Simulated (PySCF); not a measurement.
A structure optimised at B3LYP-D3(BJ)/def2-TZVPD, used in a PySCF frequency run:

```
Cd
H 1 1.6516
Cl 1 2.3082 2 180.00
```

Q: Write its SMILES, formula and point group.

A: [Cl][CdH], CdClH, C∞v

Q: What are its rotational constants (standard atomic weights)?

A: 3.4042 GHz (linear rotor, B only)
